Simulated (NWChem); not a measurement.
# C3H6OSi; SMILES C#CC[SiH2]O

```xyz
11

C      0.6701    -2.3616     0.1943
C     -0.1840    -1.5431    -0.0632
C     -1.1172    -0.4600    -0.3461
Si    -0.3220     1.1797     0.2313
O      1.2590     1.2326    -0.2826
H      1.3691    -3.1375     0.4092
H     -2.0741    -0.6161     0.1702
H     -1.3338    -0.4070    -1.4212
H     -1.0129     2.3398    -0.3834
H     -0.4499     1.2453     1.7141
H      1.7241     0.3873    -0.1762
```
Atoms are numbered in this order, from 1.

Computed with NWChem. Structure relaxed at the B3LYP/6-31G* (spherical d) level.

### Question
What does the run give for PBE/def2-SVP? Quantities: highest occupied level (eV); orbital gap (eV); dipole (D).

### Answer
| Item | Result |
|---|---|
| highest occupied level (eV) | -6.33 |
| orbital gap (eV) | 6.13 |
| dipole (D) | 1.15 |
